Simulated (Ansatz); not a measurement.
An input meant for `C[Si](C)(C)O[Si](C)(C)O[Si](C)(C)O[Si](C)(C)O[Si](C)(C)O[Si](C)(C)O[Si](C)(C)O[Si](C)(C)O[Si](C)(C)O[Si](C)(C)C` (charge 0, singlet).

```yaml
crystal:
  periodic: [false, false, false]
  atoms:
    - {symbol: C, position_ang: [-8.997341, 2.454059, 1.021633]}
    - {symbol: Si, position_ang: [-8.905638, 0.789370, 0.159157]}
    - {symbol: C, position_ang: [-9.606263, -0.557213, 1.261035]}
    - {symbol: C, position_ang: [-9.791268, 0.835364, -1.487775]}
    - {symbol: O, position_ang: [-7.301072, 0.437016, -0.167678]}
    - {symbol: Si, position_ang: [-5.760652, 0.451430, 0.459197]}
    - {symbol: C, position_ang: [-5.093372, 2.190836, 0.438474]}
    - {symbol: C, position_ang: [-5.759020, -0.299207, 2.169076]}
    - {symbol: O, position_ang: [-4.839247, -0.503423, -0.547374]}
    - {symbol: Si, position_ang: [-5.207073, -1.583905, -1.778767]}
    - {symbol: C, position_ang: [-6.458811, -2.820241, -1.155541]}
    - {symbol: C, position_ang: [-5.796897, -0.647484, -3.273936]}
    - {symbol: O, position_ang: [-3.793965, -2.369368, -2.151710]}
    - {symbol: Si, position_ang: [-2.317557, -2.670175, -1.441085]}
    - {symbol: C, position_ang: [-2.592320, -3.243388, 0.317206]}
    - {symbol: C, position_ang: [-1.428986, -3.918114, -2.494044]}
    - {symbol: O, position_ang: [-1.407365, -1.283324, -1.438235]}
    - {symbol: Si, position_ang: [-1.238028, 0.283844, -0.899270]}
    - {symbol: C, position_ang: [-2.261851, 1.431726, -1.944293]}
    - {symbol: C, position_ang: [-1.653399, 0.362655, 0.920587]}
    - {symbol: O, position_ang: [0.362968, 0.675292, -1.100310]}
    - {symbol: Si, position_ang: [1.821774, -0.119193, -1.241645]}
    - {symbol: C, position_ang: [1.864567, -1.550289, -0.041978]}
    - {symbol: C, position_ang: [2.073222, -0.642831, -3.008454]}
    - {symbol: O, position_ang: [3.006317, 0.981152, -0.841574]}
    - {symbol: Si, position_ang: [3.292799, 2.026954, 0.426624]}
    - {symbol: C, position_ang: [4.820490, 3.001200, 0.001742]}
    - {symbol: C, position_ang: [1.791725, 3.090860, 0.721150]}
    - {symbol: O, position_ang: [3.539008, 1.132955, 1.807013]}
    - {symbol: Si, position_ang: [4.583118, 0.429439, 2.885710]}
    - {symbol: C, position_ang: [3.949564, 0.775887, 4.601030]}
    - {symbol: C, position_ang: [4.712428, -1.395014, 2.508568]}
    - {symbol: O, position_ang: [6.089533, 1.133518, 2.755491]}
    - {symbol: Si, position_ang: [7.500844, 0.878553, 1.916193]}
    - {symbol: C, position_ang: [8.554478, -0.364946, 2.828198]}
    - {symbol: C, position_ang: [8.369822, 2.514985, 1.715424]}
    - {symbol: O, position_ang: [7.085847, 0.255306, 0.436740]}
    - {symbol: Si, position_ang: [7.416561, -0.238842, -1.124779]}
    - {symbol: C, position_ang: [7.929598, 1.256736, -2.134899]}
    - {symbol: C, position_ang: [8.809510, -1.495773, -1.071652]}
    - {symbol: C, position_ang: [5.841036, -0.990229, -1.793859]}
    - {symbol: H, position_ang: [-8.465792, 2.436697, 1.988277]}
    - {symbol: H, position_ang: [-8.543854, 3.246804, 0.403671]}
    - {symbol: H, position_ang: [-10.041212, 2.745661, 1.225655]}
    - {symbol: H, position_ang: [-9.523408, -1.546728, 0.781377]}
    - {symbol: H, position_ang: [-9.070629, -0.606941, 2.223630]}
    - {symbol: H, position_ang: [-10.672571, -0.381309, 1.481346]}
    - {symbol: H, position_ang: [-9.360978, 1.609474, -2.144292]}
    - {symbol: H, position_ang: [-10.865167, 1.053978, -1.366919]}
    - {symbol: H, position_ang: [-9.701994, -0.132372, -2.008534]}
    - {symbol: H, position_ang: [-5.658350, 2.838384, 1.128906]}
    - {symbol: H, position_ang: [-5.174371, 2.621940, -0.572424]}
    - {symbol: H, position_ang: [-4.033021, 2.222480, 0.734812]}
    - {symbol: H, position_ang: [-6.359122, 0.297573, 2.876170]}
    - {symbol: H, position_ang: [-4.736648, -0.366743, 2.576591]}
    - {symbol: H, position_ang: [-6.178785, -1.318352, 2.143897]}
    - {symbol: H, position_ang: [-7.403140, -2.315895, -0.894340]}
    - {symbol: H, position_ang: [-6.083620, -3.331482, -0.253429]}
    - {symbol: H, position_ang: [-6.675377, -3.590417, -1.913361]}
    - {symbol: H, position_ang: [-5.021968, 0.056143, -3.618819]}
    - {symbol: H, position_ang: [-6.703819, -0.070942, -3.029600]}
    - {symbol: H, position_ang: [-6.030786, -1.327052, -4.109194]}
    - {symbol: H, position_ang: [-3.149915, -4.194334, 0.344059]}
    - {symbol: H, position_ang: [-1.639950, -3.395092, 0.851407]}
    - {symbol: H, position_ang: [-3.177686, -2.492838, 0.873859]}
    - {symbol: H, position_ang: [-1.989558, -4.864413, -2.556316]}
    - {symbol: H, position_ang: [-0.426551, -4.138602, -2.093022]}
    - {symbol: H, position_ang: [-1.306360, -3.528953, -3.517536]}
    - {symbol: H, position_ang: [-2.105904, 2.483981, -1.655560]}
    - {symbol: H, position_ang: [-3.330721, 1.192887, -1.833039]}
    - {symbol: H, position_ang: [-1.986107, 1.325328, -3.006050]}
    - {symbol: H, position_ang: [-2.699599, 0.063828, 1.090336]}
    - {symbol: H, position_ang: [-1.512769, 1.379130, 1.323938]}
    - {symbol: H, position_ang: [-1.005465, -0.320104, 1.494582]}
    - {symbol: H, position_ang: [1.052813, -2.264438, -0.257034]}
    - {symbol: H, position_ang: [2.824739, -2.088859, -0.089875]}
    - {symbol: H, position_ang: [1.740240, -1.180733, 0.989195]}
    - {symbol: H, position_ang: [3.027384, -1.176119, -3.145045]}
    - {symbol: H, position_ang: [1.253576, -1.309978, -3.322246]}
    - {symbol: H, position_ang: [2.072910, 0.235682, -3.673495]}
    - {symbol: H, position_ang: [5.093620, 3.688055, 0.818924]}
    - {symbol: H, position_ang: [4.672691, 3.593084, -0.915975]}
    - {symbol: H, position_ang: [5.664485, 2.312843, -0.160017]}
    - {symbol: H, position_ang: [1.489782, 3.617880, -0.197870]}
    - {symbol: H, position_ang: [1.981649, 3.838992, 1.507888]}
    - {symbol: H, position_ang: [0.943952, 2.463524, 1.037938]}
    - {symbol: H, position_ang: [4.591268, 0.312595, 5.367510]}
    - {symbol: H, position_ang: [2.925092, 0.392038, 4.731937]}
    - {symbol: H, position_ang: [3.930181, 1.861722, 4.787392]}
    - {symbol: H, position_ang: [5.383744, -1.904880, 3.219143]}
    - {symbol: H, position_ang: [5.116370, -1.538220, 1.492972]}
    - {symbol: H, position_ang: [3.729155, -1.889375, 2.557234]}
    - {symbol: H, position_ang: [8.039040, -1.336754, 2.895276]}
    - {symbol: H, position_ang: [8.775324, -0.026947, 3.853818]}
    - {symbol: H, position_ang: [9.514926, -0.531422, 2.312940]}
    - {symbol: H, position_ang: [8.564694, 2.979929, 2.695553]}
    - {symbol: H, position_ang: [7.756555, 3.214505, 1.125837]}
    - {symbol: H, position_ang: [9.337450, 2.393049, 1.201307]}
    - {symbol: H, position_ang: [8.819956, 1.744738, -1.704475]}
    - {symbol: H, position_ang: [7.121956, 2.005879, -2.173467]}
    - {symbol: H, position_ang: [8.173023, 0.973894, -3.172792]}
    - {symbol: H, position_ang: [9.737936, -1.050858, -0.676158]}
    - {symbol: H, position_ang: [9.033051, -1.891772, -2.076433]}
    - {symbol: H, position_ang: [8.545654, -2.349915, -0.426235]}
    - {symbol: H, position_ang: [5.011057, -0.271043, -1.694118]}
    - {symbol: H, position_ang: [5.567922, -1.900198, -1.233622]}
    - {symbol: H, position_ang: [5.937905, -1.264843, -2.857413]}
basis:
  gaussian: {orbitals: cc-pVDZ, fitting: {mean_field: def2-universal-jkfit}, nuclear_model: gaussian}
magnetization: {spin_polarized: true, initial_magnetization: 1}
hamiltonian: {xc: {name: r2SCANh}, dispersion: d3bjatm}
scf: {omitted_lower_state_checks: [starts]}
```

```sh
$ ansatz run in.yaml --threads 11 --pin off --events-out ev --progress --plain --max-ram 174080MiB --backend cuda --devices 0, --max-vram 75GiB
```

Shortened log:

```
Error: a molecule whose nuclei and cores have a total charge of 410 cannot have a net charge of 0 together with 1 unpaired electrons
```

In this input the number of unpaired electrons doesn't fit the electron count. The program refused the input.
